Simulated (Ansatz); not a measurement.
`F[SiH](F)C[O][AlH2]` → Al• + C• + 2 F• + 5 H• + O• + Si•  (atomization)

Calculated with Ansatz (gas phase, PBE0-D4/def2-TZVP geometries, no zero-point term in ΔE). CBS: MP2 limit from def2 TZ/QZ plus the TZ coupled-cluster correction, frozen cores. This one scheme is used for every species, atoms too. DFT in def2-TZVPP. B3LYP here is the variant with VWN-RPA as its local correlation; programs differ in this. No spin–orbit coupling; open shells (•) take unrestricted orbitals. Spin–orbit coupling would lower the free atoms: a little for Al, C, F, O, Si. Each species was taken in one conformer, which may not be the lowest.

```json
{"level": "r2SCAN-D4", "ΔE (kJ/mol)": "4080.3", "difference from CCSD(T)/CBS": "-13.0"}
{"level": "B3LYP-D4", "ΔE (kJ/mol)": "4053.6", "difference from CCSD(T)/CBS": "-39.7"}
{"level": "ωB97X-V", "ΔE (kJ/mol)": "4089.3", "difference from CCSD(T)/CBS": "-4.0"}
{"level": "ωB97M-V", "ΔE (kJ/mol)": "4082.9", "difference from CCSD(T)/CBS": "-10.4"}
{"level": "B2PLYP", "ΔE (kJ/mol)": "4029.3", "difference from CCSD(T)/CBS": "-64.0"}
{"level": "PBE", "ΔE (kJ/mol)": "4076.5", "difference from CCSD(T)/CBS": "-16.8"}
{"level": "PBE0", "ΔE (kJ/mol)": "4002.1", "difference from CCSD(T)/CBS": "-91.2"}
{"level": "B3LYP", "ΔE (kJ/mol)": "4016.6", "difference from CCSD(T)/CBS": "-76.7"}
{"level": "HF/def2-TZVPP", "ΔE (kJ/mol)": "3017.9", "difference from CCSD(T)/CBS": "-1075.4"}
{"level": "MP2/def2-TZVPP", "ΔE (kJ/mol)": "4079.6", "difference from CCSD(T)/CBS": "-13.7"}
{"level": "CCSD/def2-TZVPP", "ΔE (kJ/mol)": "3921.0", "difference from CCSD(T)/CBS": "-172.3"}
{"level": "CCSD(T)/def2-TZVPP", "ΔE (kJ/mol)": "3976.0", "difference from CCSD(T)/CBS": "-117.3"}
{"level": "HF/def2-QZVPP", "ΔE (kJ/mol)": "3030.7", "difference from CCSD(T)/CBS": "-1062.6"}
{"level": "MP2/def2-QZVPP", "ΔE (kJ/mol)": "4151.3", "difference from CCSD(T)/CBS": "58.0"}
{"level": "HF/CBS(def2)", "ΔE (kJ/mol)": "3032.5", "difference from CCSD(T)/CBS": "-1060.8"}
{"level": "CCSD/CBS(def2)", "ΔE (kJ/mol)": "4038.3", "difference from CCSD(T)/CBS": "-55.0"}
{"level": "CCSD(T)/CBS", "ΔE (kJ/mol)": "4093.3", "difference from CCSD(T)/CBS": "0"}
```

Largest T1 diagnostic among the species: 0.018.

The D4 term adds +37.0 kJ/mol with B3LYP and +19.5 kJ/mol with PBE0; it sums over pairs of atoms, weighted by their polarisabilities, and B3LYP, whose exchange is more repulsive, gets the larger term. In def2-TZVPP, CCSD(T) changes the Hartree–Fock value by +958.1 kJ/mol (the triples alone add +55.0 kJ/mol) and MP2 by +1061.7 kJ/mol; breaking electron pairs costs correlation energy, which Hartree–Fock lacks.

For atomizations the MP2-based limit and the directly extrapolated one differ by several kJ/mol either way, and by 10 to 25 for some Ge, Se and Sn compounds, so smaller differences from it don't rank the levels.
